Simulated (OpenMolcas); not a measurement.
## Pt2+: moving or changing the point charges

Pt2+ among 4 point charges of -1.5 e arranged as a tetrahedron (Td), 1.96 Å from the ion.
```
   1.1316    1.1316    1.1316  -1.50
   1.1316   -1.1316   -1.1316  -1.50
  -1.1316    1.1316   -1.1316  -1.50
  -1.1316   -1.1316    1.1316  -1.50
```

```json
{"Program": "OpenMolcas 26.06", "Method": "SS-CASPT2, IPEA 0.25 Eh, imaginary shift 0.1 Eh (closed shells correlated: 4f 5s 5p)", "Basis": "ANO-RCC-VDZP [7s6p4d2f]", "Scalar Hamiltonian": "DKH2, point nucleus", "Active space": "8 electrons in 5 orbitals (5d)", "State averaging": "2S+1 = 3 even, 10 roots; 2S+1 = 1 even, 15 roots", "Spin-orbit coupling": "state interaction with AMFI integrals over the reference wave functions"}
```

Runs around this geometry, states (labels of Td). Energies in cm-1 above the lowest state or level, χT in cm3 K/mol; under a threefold ground state the first gap can be a small split of the lowest multiplet, not the spin-orbit step.

```
R (Å)  q (e)  Ground state  First state of that spin  First gap with spin-orbit (degeneracies)  χT at 300 K  First state of another spin
 1.96   -1.2           3T1                  3T2 2330                                730 (1, 3)        2.089                     1T2 9390
 1.84   -1.5           3T1                  3T2 3170                                880 (1, 3)        1.763                     1T2 9580
 1.96   -1.5           3T1                  3T2 2650                                780 (1, 3)        1.964                     1T2 9550
  2.1   -1.5           3T1                  3T2 2190                                690 (1, 3)        2.184                     1T2 9390
```

Taking the first state of the same spin as R^-n, n = -ln(2190 / 3170) / ln(2.1 / 1.84) = 2.8 between the shortest and longest distance.

Scaling the charges by -1.2 / -1.5 = 0.80 scales the first state of the same spin by 2330 / 2650 = 0.88; with fixed orbitals a first-order splitting would follow the charge.

Roots that are degenerate in the reference are averaged as groups; the widest CASPT2 spread within a group is 400 cm-1 (the 3-fold group of multiplicity 3 near 2330 cm-1 above the lowest state of its run, R = 1.96, q = -1.2). Shifts and gaps below about the spread of the groups concerned are not significant. An orbital triplet at a regular site is open to Jahn-Teller coupling, which can distort the site and quench the lowest spin-orbit gaps and is left out. Real 4d8 and 5d8 ions are as a rule square planar and diamagnetic. Free-ion shares, where given, are those of the reference states; single-state CASPT2 does not remix them. This is an electrostatic model: the charges have no orbitals. No measured value stands beside these numbers.
